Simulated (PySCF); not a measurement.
# Electron correlation in Ir⁺ (iridium, charge +1)

Starting occupation: [Xe] 4f14 5d7 6s1, 5d3/2 with m_j = +1/2, +3/2, 5d5/2 with m_j = -3/2, -1/2, +1/2, +3/2, +5/2, 6s1/2 with m_j = +1/2. All numbers are calculated (PySCF 2.14, X2C-1e with screened-nucleus spin-orbit coupling, Gaussian nucleus, in x2c-SVPall-2c with one added diffuse shell each of s, d type (8s9p10d2f, 99 functions)). Frozen: [Kr] 4d10 4f14; 16 electrons correlated; the 22 highest virtual spinors left out.

MP2 pair energies summed by pair of shells (mhartree):

```csv
pair,energy,share (%)
5d-5d,-86.67,39.4
5d-5p,-69.49,31.6
5p-5p,-31.11,14.1
5d-6s,-15.76,7.2
5p-5s,-5.16,2.3
5d-5s,-4.83,2.2
5p-6s,-4.63,2.1
5s-5s,-1.95,0.9
5s-6s,-0.44,0.2
```

Total MP2 correlation energy: -220.04 mhartree.

The GHF reference relaxed away from the jj start to a determinant that is no pure jj level (⟨S²⟩ = 5.77, ⟨J²⟩ = 30.01); the energies belong to that determinant.

This basis was not built for core-valence correlation, so the inner-shell part is incomplete.
